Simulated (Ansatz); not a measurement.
Ideal-gas functions of CH$_{3}$BFNO (`FC1NBO1`) at 600 K and 1 bar, from an Ansatz frequency run at PBE0-D4/def2-TZVP.

Molar mass 74.85 g/mol, point group C1 (symmetry number 1), electronic degeneracy 1, moments of inertia 42.805, 90.861, 120.224 u Å². Harmonic wavenumbers (cm⁻¹, unscaled): 233, 398, 480, 615, 881, 915, 922, 969, 1015, 1123, 1181, 1234, 1301, 1395, 1415, 2729, 3095, 3715.

Use S(trans) = R[1.5 ln M + 2.5 ln T − 1.1517]; rotational temperatures θ = 24.2544 K / I; S(rot) = R[ln(√π/σ · √(T³/θAθBθC)) + 1.5]; for each mode x = 1.438777 ν̃/T, S = R[x/(eˣ − 1) − ln(1 − e⁻ˣ)] and H = RT x/(eˣ − 1); 1 cm⁻¹ = 0.0119627 kJ/mol; R = 8.31446 J/(mol·K).

Problem. By hand: the entropy, in J/(mol·K).

Solution. Translation 177.2. Rotation: θ = 0.5666, 0.2669, 0.2017 K, giving 111.5. Vibration, mode by mode: 13.26, 9.01, 7.59, 5.80, 3.49, 3.27, 3.23, 2.95, 2.71, 2.21, 1.98, 1.79, 1.57, 1.31, 1.27, 0.09, 0.04, 0.01, in all 61.6. Electronic 0.0. Sum 350.3 J/(mol·K).

Problem. By hand: H − E and G − E in kJ/mol, counted from the electronic energy.

Solution. Zero-point energy ½ × 23616 × 0.0119627 = 141.3; thermal vibration 22.8; translation, rotation and pV give 4 RT = 20.0. H − E = 184.1 kJ/mol, and G − E = 184.1 − 600 × 350.3/1000 = -26.1 kJ/mol.

Vibration gives 18 % of the entropy. The sum counts one conformer and one mirror image; others add a mixing term.
